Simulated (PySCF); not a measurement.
C2H9BeNSi, SMILES C[N](C)[Be][SiH3].

Geometry optimised at TPSSh-D3(BJ)/def2-SVP. The structure was generated by enumeration; whether it is a known compound was not checked. Other conformers were not sampled.

The numbers are results of TDA-LC-ωPBE/def2-SVPD (PySCF), not measurements.

Vertical excitations. 

### Question
Estimate the UV-visible absorptions. (The exact figures need the calculation; the answer reports its results.)

### Answer

```
state  energy (eV)  λ (nm)      f                                              main pairs
-----  -----------  ------  -----  ------------------------------------------------------
S1            4.94     251  0.000                                          HOMO→LUMO 82 %
S2            6.23     199  0.092                                        HOMO−1→LUMO 82 %
S3            6.29     197  0.253                                        HOMO→LUMO+1 86 %
S4            6.32     196  0.006                      HOMO→LUMO+2 62 %, HOMO→LUMO+3 21 %
S5            6.77     183  0.071                  HOMO−1→LUMO+1 70 %, HOMO−1→LUMO+5 19 %
S6            7.46     166  0.067                      HOMO→LUMO+3 62 %, HOMO→LUMO+2 14 %
S7            7.70     161  0.340                                      HOMO−1→LUMO+2 88 %
S8            7.87     158  0.000                                        HOMO→LUMO+4 77 %
S9            8.12     153  0.066                                        HOMO→LUMO+5 76 %
S10           8.12     153  0.011  HOMO−2→LUMO 57 %, HOMO−2→LUMO+4 10 %, HOMO→LUMO+5 10 %
T1            4.72     263      0                    HOMO−1→LUMO 75 %, HOMO−1→LUMO+4 21 %
T2            4.81     258      0                                          HOMO→LUMO 80 %
T3            4.96     250      0                      HOMO→LUMO+1 72 %, HOMO→LUMO+5 15 %
T4            5.32     233      0                  HOMO−1→LUMO+1 61 %, HOMO−1→LUMO+5 33 %
```
Triplets are in the Tamm–Dancoff approximation.
